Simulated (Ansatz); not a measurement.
`C=[CH][Al]([Cl])[Cl]` + HBr → `[Cl][Al]([Cl])[Br]` + ethylene at 400 K and 1 bar (ligand exchange at the Al–C bond).

Isolated molecules relaxed with PBE0-D4/def2-TZVP in Ansatz; ΔE leaves out vibrations. CCSD(T)/CBS is the MP2 limit (def2-TZVPP, def2-QZVPP) plus CCSD(T) − MP2 in def2-TZVPP, frozen cores. This one scheme is used for every species. For Br outer-core shells are correlated without core-valence functions, which leaves a few kJ/mol of doubt a bond. Scalar relativity is left out up to krypton. One conformer a species, not always the lowest.

```tsv
species	CCSD(T)/CBS energy (Eh)	H − E (kJ/mol)	S (J/(mol·K))
`C=[CH][Al]([Cl])[Cl]`	-1239.61034	150.5	387.6
HBr	-2573.91920	27.6	207.2
`[Cl][Al]([Cl])[Br]`	-3735.10209	36.2	356.4
`C=C`	-78.48111	149.4	232.7
```

H − E and S are ideal-gas, rigid-rotor, harmonic terms from PBE0-D4/def2-TZVP, for one conformer and one mirror image of each species. 1 Eh = 2625.50 kJ/mol, R = 8.31446 J/(mol·K).

By hand: ΔE, ΔH, ΔS and ΔG.

ΔE = (-3735.10209) + (-78.48111) − (-1239.61034) − (-2573.91920) = -0.05366 Eh = -140.9 kJ/mol. Δ(H − E) = 36.2 + 149.4 − 150.5 − 27.6 = 7.5, so ΔH = -133.4 kJ/mol. ΔS = 356.4 + 232.7 − 387.6 − 207.2 = -5.7 J/(mol·K). ΔG = -133.4 − 400 × (-5.7)/1000 = -131.1 kJ/mol.

By hand: the equilibrium constant, and the temperature at which ΔG would vanish if ΔH and ΔS stayed fixed.

log₁₀ K = −ΔG/(RT ln 10) = 17.1. ΔG = 0 at ΔH/ΔS = 23404 K, far beyond where these terms or the molecules hold.

The number of gas molecules stays the same, so ΔS is small and ΔH decides. A doubt of 5 kJ/mol in ΔE shifts log₁₀ K by 0.7 here. Other conformers and mirror images would add mixing entropy, several J/(mol·K) or more a flexible species. These are equilibria of isolated gas molecules and say nothing of rates. Largest T1 diagnostic: 0.011 (customary marks: 0.02 for closed shells, 0.045 for open ones).
